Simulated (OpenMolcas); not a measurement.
Fe2+ (d6) among equal point charges was computed by CASSCF with the d shell active (OpenMolcas, ANO-RCC-VDZP on the metal). Its lowest spin-free states, and all those of the highest spin:

| 2S+1 | Degeneracy | E (cm-1) |
| --- | --- | --- |
| 5 | 2 | 0.0 |
| 5 | 2 | 10569 |
| 5 | 1 | 11416 |
| 3 | 2 | 23682 |
| 3 | 2 | 23801 |
| 3 | 1 | 23852 |
| 3 | 2 | 24009 |
| 3 | 2 | 25244 |
| 3 | 2 | 27517 |
| 3 | 1 | 28288 |
| 3 | 2 | 28850 |
| 3 | 2 | 29284 |

Task: Is the site octahedral, tetrahedral or cube-like, axial, or of lower symmetry?

Result: The states with 2S+1 = 5 have orbital degeneracies 2, 2, 1. There are pairs but no triples, so the site is axial: not cubic, but with a proper or improper axis of order three or more. The run had Fe2+ among 2 point charges of -3 e arranged as a linear pair (D∞h), 2.24 Å from the ion.

Without dynamic correlation the repulsion within the d shell is too large (B by tens of per cent), so at a given field states of lower spin stand too high. Point charges carry no covalency, so the field is a model and not that of real ligands. No measured value stands beside these numbers.
